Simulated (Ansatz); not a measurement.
Relaxation of AlFH₄OSi (8 atoms, charge 0, multiplicity 1), to a largest force component of 0.02 eV/Å in at most 40 steps.

The calculation used Ansatz, RKS CAM-B3LYP-D4/STO-3G.

```xyz
8
Properties=species:S:1:pos:R:3
Al 0.000 0.000 0.000
F 0.000 0.000 1.690
O 1.542 0.000 -0.890
Si 2.387 -1.376 -1.352
H 1.460 -2.351 -1.918
H 3.388 -1.020 -2.353
H 3.050 -1.955 -0.187
H -1.351 0.000 -0.780
```

Problem. Where does it end, and by what steps?

Solution. The run converged. The force dipped under the threshold on the way, but the program's further checks kept it going. Limits of this set-up: minimal basis. After 23 steps the energy has fallen by 0.546 eV; F2 moved furthest, 1.37 Å.

```json
{"step": "0", "energy less start (eV)": "0.0000", "largest force component (eV/Å)": "2.366", "accepted": "yes"}
{"step": "1", "energy less start (eV)": "-0.2677", "largest force component (eV/Å)": "1.647", "accepted": "yes"}
{"step": "2", "energy less start (eV)": "-0.3247", "largest force component (eV/Å)": "1.520", "accepted": "yes"}
{"step": "3", "energy less start (eV)": "-0.3661", "largest force component (eV/Å)": "0.992", "accepted": "yes"}
{"step": "4", "energy less start (eV)": "-0.3762", "largest force component (eV/Å)": "0.224", "accepted": "yes"}
{"step": "5", "energy less start (eV)": "-0.4065", "largest force component (eV/Å)": "0.105", "accepted": "yes"}
{"step": "6", "energy less start (eV)": "-0.4114", "largest force component (eV/Å)": "0.114", "accepted": "yes"}
{"step": "7", "energy less start (eV)": "-0.4475", "largest force component (eV/Å)": "0.325", "accepted": "yes"}
{"step": "8", "energy less start (eV)": "-0.4366", "largest force component (eV/Å)": "0.880", "accepted": "no"}
{"step": "9", "energy less start (eV)": "-0.4676", "largest force component (eV/Å)": "0.263", "accepted": "yes"}
{"step": "10", "energy less start (eV)": "-0.4915", "largest force component (eV/Å)": "0.207", "accepted": "yes"}
{"step": "11", "energy less start (eV)": "-0.5159", "largest force component (eV/Å)": "0.092", "accepted": "yes"}
{"step": "12", "energy less start (eV)": "-0.5280", "largest force component (eV/Å)": "0.148", "accepted": "yes"}
{"step": "13", "energy less start (eV)": "-0.5300", "largest force component (eV/Å)": "0.204", "accepted": "yes"}
{"step": "14", "energy less start (eV)": "-0.5328", "largest force component (eV/Å)": "0.296", "accepted": "yes"}
{"step": "15", "energy less start (eV)": "-0.5259", "largest force component (eV/Å)": "0.563", "accepted": "no"}
{"step": "16", "energy less start (eV)": "-0.5372", "largest force component (eV/Å)": "0.187", "accepted": "yes"}
{"step": "17", "energy less start (eV)": "-0.5409", "largest force component (eV/Å)": "0.025", "accepted": "yes"}
{"step": "18", "energy less start (eV)": "-0.5417", "largest force component (eV/Å)": "0.252", "accepted": "yes"}
{"step": "19", "energy less start (eV)": "-0.5432", "largest force component (eV/Å)": "0.144", "accepted": "yes"}
{"step": "20", "energy less start (eV)": "-0.5450", "largest force component (eV/Å)": "0.011", "accepted": "yes"}
{"step": "21", "energy less start (eV)": "-0.5454", "largest force component (eV/Å)": "0.023", "accepted": "yes"}
{"step": "22", "energy less start (eV)": "-0.5455", "largest force component (eV/Å)": "0.023", "accepted": "yes"}
{"step": "23", "energy less start (eV)": "-0.5456", "largest force component (eV/Å)": "0.020", "accepted": "yes"}
```

```xyz
8
Properties=species:S:1:pos:R:3
Al -0.077 -0.068 -0.169
F 0.016 -1.182 1.008
O 1.131 -0.152 -1.321
Si 2.348 -1.306 -1.264
H 1.833 -2.653 -1.351
H 3.225 -1.088 -2.386
H 3.136 -1.216 -0.055
H -1.136 0.965 -0.253
```

Whether the end is a true minimum wasn't checked by a vibrational analysis.

The run took 51 s on 1 thread of Arm Neoverse V1 (shared host), peak memory 0.14 GiB.
